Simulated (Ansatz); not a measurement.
## Molecular dynamics, step by step

SiN$_{2}$H$_{6}$O, closed shell, PBE0-D4/def2-SVP (Ansatz 0.2.0). Settings (timestep in fs, temperature in K; T counts 24 degrees of freedom):

```yaml
hamiltonian: {xc: pbe0, dispersion: d4}
md: {n_steps: 80, timestep: 0.75, temperature: 1000, ensemble: nve, seed: 926, initial_velocities: maxwell_boltzmann}
```

Start, the saddle point found with PBE0-D4 in triple zeta (not stationary at another level):

```json
{"atom": "Si1", "x (Å)": "0.3748", "y (Å)": "0.2696", "z (Å)": "-0.9599"}
{"atom": "O2", "x (Å)": "-0.4252", "y (Å)": "-1.4494", "z (Å)": "-0.4130"}
{"atom": "H3", "x (Å)": "-1.0863", "y (Å)": "-0.6385", "z (Å)": "0.0913"}
{"atom": "N4", "x (Å)": "1.6112", "y (Å)": "0.3570", "z (Å)": "0.2519"}
{"atom": "N5", "x (Å)": "-1.0593", "y (Å)": "0.7116", "z (Å)": "0.1943"}
{"atom": "H6", "x (Å)": "-0.8625", "y (Å)": "-1.9150", "z (Å)": "-1.1315"}
{"atom": "H7", "x (Å)": "2.5691", "y (Å)": "0.3071", "z (Å)": "-0.0562"}
{"atom": "H8", "x (Å)": "1.5199", "y (Å)": "-0.0191", "z (Å)": "1.1857"}
{"atom": "H9", "x (Å)": "-1.8246", "y (Å)": "1.2161", "z (Å)": "-0.2318"}
{"atom": "H10", "x (Å)": "-0.8169", "y (Å)": "1.1607", "z (Å)": "1.0692"}
```

```json
{"step": "0", "time (fs)": "0.00", "potential energy less the start (meV)": "0.0", "kinetic energy (meV)": "1034.1", "T (K)": "1000"}
{"step": "5", "time (fs)": "3.75", "potential energy less the start (meV)": "424.6", "kinetic energy (meV)": "615.0", "T (K)": "595"}
{"step": "10", "time (fs)": "7.50", "potential energy less the start (meV)": "499.1", "kinetic energy (meV)": "540.0", "T (K)": "522"}
{"step": "15", "time (fs)": "11.25", "potential energy less the start (meV)": "503.7", "kinetic energy (meV)": "534.7", "T (K)": "517"}
{"step": "20", "time (fs)": "15.00", "potential energy less the start (meV)": "310.7", "kinetic energy (meV)": "726.3", "T (K)": "702"}
{"step": "25", "time (fs)": "18.75", "potential energy less the start (meV)": "199.7", "kinetic energy (meV)": "841.7", "T (K)": "814"}
{"step": "30", "time (fs)": "22.50", "potential energy less the start (meV)": "59.6", "kinetic energy (meV)": "979.9", "T (K)": "948"}
{"step": "35", "time (fs)": "26.25", "potential energy less the start (meV)": "-238.6", "kinetic energy (meV)": "1269.3", "T (K)": "1227"}
{"step": "40", "time (fs)": "30.00", "potential energy less the start (meV)": "-207.4", "kinetic energy (meV)": "1238.2", "T (K)": "1197"}
{"step": "45", "time (fs)": "33.75", "potential energy less the start (meV)": "77.7", "kinetic energy (meV)": "962.2", "T (K)": "930"}
{"step": "50", "time (fs)": "37.50", "potential energy less the start (meV)": "179.2", "kinetic energy (meV)": "863.8", "T (K)": "835"}
{"step": "55", "time (fs)": "41.25", "potential energy less the start (meV)": "45.0", "kinetic energy (meV)": "993.4", "T (K)": "961"}
{"step": "60", "time (fs)": "45.00", "potential energy less the start (meV)": "-304.5", "kinetic energy (meV)": "1334.7", "T (K)": "1291"}
{"step": "65", "time (fs)": "48.75", "potential energy less the start (meV)": "-168.6", "kinetic energy (meV)": "1199.9", "T (K)": "1160"}
{"step": "70", "time (fs)": "52.50", "potential energy less the start (meV)": "231.2", "kinetic energy (meV)": "809.2", "T (K)": "783"}
{"step": "75", "time (fs)": "56.25", "potential energy less the start (meV)": "211.0", "kinetic energy (meV)": "828.8", "T (K)": "801"}
{"step": "80", "time (fs)": "60.00", "potential energy less the start (meV)": "131.1", "kinetic energy (meV)": "905.6", "T (K)": "876"}
```

Step 40, positions (Å) and forces (eV/Å):

| atom | x | y | z | Fx | Fy | Fz |
| --- | --- | --- | --- | --- | --- | --- |
| Si1 | 0.358 | 0.148 | -0.986 | 0.832 | 0.511 | 0.537 |
| O2 | -0.331 | -1.376 | -0.496 | 0.382 | -0.109 | 0.366 |
| H3 | -1.437 | -0.063 | 0.651 | 0.087 | -0.458 | 0.770 |
| N4 | 1.701 | 0.328 | 0.311 | -0.907 | -1.547 | -0.484 |
| N5 | -1.228 | 0.847 | 0.271 | -0.466 | -0.509 | -2.223 |
| H6 | -0.504 | -2.093 | -1.115 | 0.276 | 0.385 | -0.150 |
| H7 | 2.471 | 0.981 | 0.511 | -0.699 | -0.180 | -0.705 |
| H8 | 2.053 | -0.643 | 0.434 | -0.203 | 0.809 | 0.303 |
| H9 | -2.039 | 1.100 | -0.317 | 0.549 | 0.216 | 0.425 |
| H10 | -0.963 | 1.558 | 0.904 | 0.148 | 0.882 | 1.162 |

Step 45, positions (Å) and forces (eV/Å):

```csv
atom,x,y,z,Fx,Fy,Fz
Si1,0.351,0.103,-0.987,1.747,3.022,0.067
O2,-0.283,-1.341,-0.525,-0.431,-1.899,1.201
H3,-1.436,-0.118,0.715,0.396,3.040,-0.507
N4,1.700,0.314,0.310,-1.845,-1.162,-0.893
N5,-1.276,0.902,0.304,1.122,-1.953,1.115
H6,-0.349,-2.058,-1.153,0.029,-0.010,-0.269
H7,2.426,0.990,0.521,-0.159,0.110,-0.524
H8,2.047,-0.640,0.410,0.248,0.098,0.484
H9,-2.043,1.134,-0.307,-0.420,0.301,-0.077
H10,-0.980,1.699,0.933,-0.687,-1.548,-0.597
```

Step 55, positions (Å) and forces (eV/Å):

```tsv
atom	x	y	z	Fx	Fy	Fz
Si1	0.368	0.064	-0.992	2.184	4.968	-0.450
O2	-0.205	-1.340	-0.553	-1.266	-4.012	1.278
H3	-1.444	0.092	0.973	-0.345	2.249	-1.794
N4	1.646	0.256	0.283	0.323	-0.549	-0.124
N5	-1.346	0.996	0.355	1.445	-2.066	2.104
H6	-0.059	-1.959	-1.270	-0.343	-0.446	-0.126
H7	2.295	1.062	0.350	-0.586	-0.808	-0.293
H8	2.134	-0.636	0.548	-0.674	1.201	-0.108
H9	-2.125	1.236	-0.238	-0.620	-0.212	0.084
H10	-1.120	1.761	1.011	-0.118	-0.325	-0.572
```

Last step (80):

```xyz
10
angstrom
Si 0.4506 0.1406 -1.0258
O -0.0916 -1.6211 -0.5894
H -1.6219 0.4992 1.3232
N 1.5622 0.1807 0.2075
N -1.4826 1.1809 0.4923
H -0.1810 -2.2108 -1.3499
H 2.2354 0.9675 0.1224
H 1.6860 -0.3603 1.0931
H -2.2971 1.3863 -0.0400
H -1.1656 2.0771 0.8908
```

Hardware: 4 CPU threads of an Arm Neoverse V2, shared host. Wall time about 59 s.
